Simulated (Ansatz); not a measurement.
Calculated with Ansatz (gas phase, PBE0-D4/def2-TZVP geometries, no zero-point term in ΔE). CCSD(T)/CBS is the MP2 limit (def2-TZVPP, def2-QZVPP) plus CCSD(T) − MP2 in def2-TZVPP, frozen cores. This one scheme is used for every species. DFT in def2-TZVPP. B3LYP here is the variant with VWN-RPA as its local correlation; programs differ in this. Each species was taken in one conformer, which may not be the lowest.

Reaction (redistribution): `N[SiH2]C[Si](N)(F)F` + `[SiH3]BCl` → `N[Si](F)(F)[SiH3]` + `N[SiH2]CBCl`

| level | ΔE (kJ/mol) | difference from CCSD(T)/CBS |
| --- | --- | --- |
| PBE-D4 | -15.3 | -7.8 |
| PBE0-D4 | -12.1 | -4.6 |
| B3LYP-D4 | -10.2 | -2.7 |
| ωB97X-V | -8.6 | -1.1 |
| ωB97M-V | -5.5 | 2.0 |
| B2PLYP | -12.0 | -4.5 |
| PBE | -19.0 | -11.5 |
| r2SCAN | -11.7 | -4.2 |
| PBE0 | -15.3 | -7.8 |
| MP2/def2-TZVPP | -7.5 | 0.0 |
| CCSD/def2-TZVPP | -5.7 | 1.8 |
| CCSD(T)/def2-TZVPP | -5.5 | 2.0 |
| HF/def2-QZVPP | -11.1 | -3.6 |
| SCS-MP2/def2-QZVPP | -9.0 | -1.5 |
| HF/CBS(def2) | -11.3 | -3.8 |
| CCSD/CBS(def2) | -7.7 | -0.2 |
| CCSD(T)/CBS | -7.5 | 0 |

Largest T1 diagnostic among the species: 0.014.

From PBE to PBE0 (25 % exact exchange), in def2-TZVPP and without D4, ΔE moves by +3.7 kJ/mol. The D4 term adds +5.9 kJ/mol with B3LYP and +3.2 kJ/mol with PBE0; it sums over pairs of atoms, weighted by their polarisabilities, and B3LYP, whose exchange is more repulsive, gets the larger term.
